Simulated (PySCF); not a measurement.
Species: CH₁₂NPSi₃.
Atom-mapped SMILES: `[CH3:1][SiH2:2][N:3]([SiH3:4])[SiH2:5][PH2:6]` (hydrogens: H7, H8, H9 on C1; H10, H11 on Si2; H12, H13, H14 on Si4; H15, H16 on Si5; H17, H18 on P6)

Method: PBE0-D3(BJ)/def2-SVP geometry optimisation, gas phase in PySCF; density fitting, grid level 1; the optimiser is geomeTRIC in internal coordinates, started from a GFN2-xTB structure.

Step 0: E = -35617.5265 eV
```
atom  x, y, z in Å  |  force x, y, z in eV/Å
C1     -2.1827    0.6855    0.7752    0.161  -0.593  -0.506
Si2    -1.5714   -0.6811   -0.3865    0.172   0.746   0.456
N3      0.1805   -0.7054   -0.4372   -0.055   0.113   0.087
Si4     1.0842   -1.8883    0.4687   -0.346   0.371  -0.345
Si5     0.9940    0.6972   -1.0684    0.081  -0.303   0.216
P6      1.4018    2.1500    0.5914   -1.215   0.255   0.355
H7     -3.2651    0.7695    0.7568   -0.565   0.021  -0.041
H8     -1.8821    0.4936    1.8020    0.194  -0.150   0.437
H9     -1.7682    1.6498    0.4905    0.196   0.409  -0.166
H10    -2.0009   -2.0030    0.0729   -0.251  -0.515   0.187
H11    -2.0151   -0.4422   -1.7646   -0.359   0.097  -0.442
H12     1.1318   -1.5288    1.8914    0.100  -0.015   0.588
H13     0.4154   -3.1720    0.2796   -0.174  -0.652   0.080
H14     2.4400   -1.9156   -0.0805    0.610  -0.065  -0.119
H15     2.2035    0.2226   -1.7487    0.515  -0.024  -0.262
H16     0.1115    1.3637   -2.0285   -0.360   0.307  -0.368
H17     2.2992    2.9119   -0.1366    0.615   0.648  -0.601
H18     2.4148    1.3988    1.1641    0.679  -0.649   0.445
```

**Question.** Estimate the geometry and energy of step 1. (The exact step hangs on the optimiser's Hessian estimate; all steps are aligned on step 0, rigid shifts and turns removed.)

**Answer.** E = -35617.6872 eV, largest force 0.281 eV/Å
```
atom  x, y, z in Å  |  force x, y, z in eV/Å
C1     -2.2656    0.6645    0.7666    0.105   0.053   0.090
Si2    -1.5817   -0.6511   -0.3805   -0.253   0.023   0.028
N3      0.1835   -0.6647   -0.3953    0.028  -0.049  -0.072
Si4     1.0749   -1.9014    0.4722    0.086  -0.056   0.160
Si5     1.0379    0.7078   -1.0758   -0.025   0.129  -0.007
P6      1.4877    2.1935    0.5834    0.280  -0.001  -0.022
H7     -3.3665    0.7034    0.7396    0.024  -0.058  -0.048
H8     -1.9553    0.4718    1.8064   -0.001   0.005  -0.027
H9     -1.8853    1.6621    0.4912   -0.010  -0.025  -0.008
H10    -2.0292   -2.0078    0.0716    0.064   0.030  -0.009
H11    -2.1195   -0.4064   -1.7582    0.129  -0.027   0.005
H12     1.1633   -1.6252    1.9463   -0.023   0.027  -0.074
H13     0.4344   -3.2430    0.3193   -0.011   0.063  -0.078
H14     2.4750   -1.9375   -0.0572   -0.053   0.019  -0.016
H15     2.2820    0.2790   -1.7893   -0.073  -0.064   0.034
H16     0.1213    1.3973   -2.0408    0.031  -0.039   0.038
H17     2.3994    2.9832   -0.2058   -0.140  -0.146   0.102
H18     2.5351    1.3808    1.1481   -0.159   0.118  -0.097
```

The energy changes by -0.1608 eV. The first-order estimate −F·Δx gives -0.4115 eV and the mean of the old and new forces, exact on a quadratic surface, -0.1648 eV. The step makes an angle of 69° with the force vector and moves no atom by more than 0.141 Å.

The cost below is that of the whole optimisation. Hardware: an Arm Neoverse V2 with one thread, no GPU, on a shared host. Cost: 2.2 min wall, 0.68 GiB resident at most.
